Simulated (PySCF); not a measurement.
Cl₃Re, SMILES [Cl][Re]([Cl])[Cl] (connectivity only; charge and spin as stated), neutral, multiplicity 5.

Coordinates come from a PBE0-D3(BJ)/def2-SVP optimisation. The multiplicity is an assumed one; other spin states were not compared. The def2 effective core potentials stand for the cores of Re; spin–orbit coupling is left out.

Computed with PBE0-D3(BJ)/def2-SVP (PySCF).

Frequencies are harmonic and unscaled.

Computed normal modes with their intensities:
```
mode  ν (cm⁻¹)  IR (km/mol)  moving atoms (share of kinetic energy)
----  --------  -----------  --------------------------------------
1           46          0.6                        Cl 83 %, Re 17 %
2           82          4.5                        Cl 64 %, Re 36 %
3          132          0.4                         Cl 91 %, Re 9 %
4          377         22.2                                 Cl 95 %
5          391         37.4                        Cl 81 %, Re 19 %
6          402         74.4                        Cl 77 %, Re 23 %
```
